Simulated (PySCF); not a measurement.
AlClH2OSe, SMILES [OH][Al]([Cl])[SeH]. Atoms are numbered in the order given.

```xyz
6

Al     0.4340    -0.6304     0.0000
Cl    -0.9724    -2.1915     0.0000
O      2.1016    -0.9255     0.0000
H      2.5356    -1.7830     0.0000
Se    -0.2818     1.5481     0.0000
H      1.1196     2.0024     0.0000
```

Geometry optimised at r2SCAN-D4/def2-SVP. The structure was generated by enumeration; whether it is a known compound was not checked. Other conformers were not sampled.

The numbers are results of PySCF with PBE/def2-TZVP, not measurements.

Gas-phase values at a fixed geometry.

Computed frontier levels, gap, dipole moment and polarisability:
```yaml
highest_occupied_level: -6.39 eV
lowest_empty_level: -1.68 eV
orbital_gap: 4.72 eV
dipole_moment: 1.40 D
quadrupole, principal values (traceless, Buckingham form, about the centre of nuclear charge): -4.67, -0.80, 5.47 D·Å
mean_static_polarisability: 67.3 bohr³ (9.97 Å³)
polarisability_principal_values: 52.4, 65.1, 84.4 bohr³
```
